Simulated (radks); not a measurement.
The numbers below are computed, except where a source is named.
Trend from Mg to Ar: ionisation energy by Delta-SCF between NIST ground configurations, and size. Code: a radial shooting solver on a logarithmic mesh with Libxc functionals. Model: scalar-relativistic Kohn-Sham, LDA (Slater exchange, Perdew-Wang correlation), spin-unpolarised, spherical densities, finite nucleus; Fermi nuclear charge, rms radius of each element as measured or else 0.836 A^(1/3) + 0.57 fm.

species  configuration  configuration of the ion  IE (eV)  NIST (eV)  kind  -e(HOMO) (eV)  outermost  <r> outermost (bohr)
Mg            [Ne] 3s2                  [Ne] 3s1    8.068      7.646  exp.     4.782 (3s)         3s                  3.13
Al        [Ne] 3s2 3p1                  [Ne] 3s2    5.841      5.986  exp.     2.784 (3p)         3p                  3.44
Si        [Ne] 3s2 3p2              [Ne] 3s2 3p1    7.823      8.152  exp.     4.163 (3p)         3p                  2.79
P         [Ne] 3s2 3p3              [Ne] 3s2 3p2    9.815     10.487  exp.     5.597 (3p)         3p                  2.37
S         [Ne] 3s2 3p4              [Ne] 3s2 3p3   11.858     10.360  exp.     7.107 (3p)         3p                  2.07
Cl        [Ne] 3s2 3p5              [Ne] 3s2 3p4   13.969     12.968  exp.     8.702 (3p)         3p                  1.84
Ar                [Ar]              [Ne] 3s2 3p5   16.157     15.760  exp.    10.385 (3p)         3p                  1.67

Reference values: NIST Atomic Spectra Database (exp. = measured, semi-emp. = semi-empirical, theory = theoretical value adopted there). Spin polarisation and multiplet splitting are left out, so open shells lie too high by an amount that depends on their filling.

Beside tabulated values, note that spin-unpolarised runs miss the spin-polarisation part of the exchange energy of open shells.
